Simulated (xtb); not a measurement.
Al(AsH2)(OH)2 (AlAsH4O2), SMILES [OH][Al]([OH])[AsH2]. All values are semi-empirical tight-binding results from xtb (GFN2-xTB unless named), good for trends rather than for accurate numbers. Geometry optimised at GFN2-xTB. The structure was generated by enumeration; whether it is a known compound was not checked. One conformer was computed; it need not be the lowest.

Optimised geometry:

Bond lengths (Å): Al1–As2 2.397, Al1–O5 1.654, Al1–O7 1.655, As2–H3 1.511, As2–H4 1.509, O5–H6 0.947, O7–H8 0.946. Angles (°): As2–Al1–O5 117.7, As2–Al1–O7 115.8, O5–Al1–O7 126.5, Al1–As2–H3 88.1, Al1–As2–H4 89.7, H3–As2–H4 88.5, Al1–O5–H6 175.4, Al1–O7–H8 172.9.

The geometry has at least one imaginary mode, so it is a saddle point at that level.

For metal compounds this method's bond lengths and energies can be far off.

The orbital gap is 4.10 eV.

Computed atomic charges and the Wiberg bond orders between heavy atoms:
charges (e) Al1 0.36, As2 0.08, H3 -0.03, H4 -0.02, O5 -0.49, H6 0.30, O7 -0.49, H8 0.30. Bond orders Al1–As2 1.02, Al1–O5 1.32, Al1–O7 1.30.
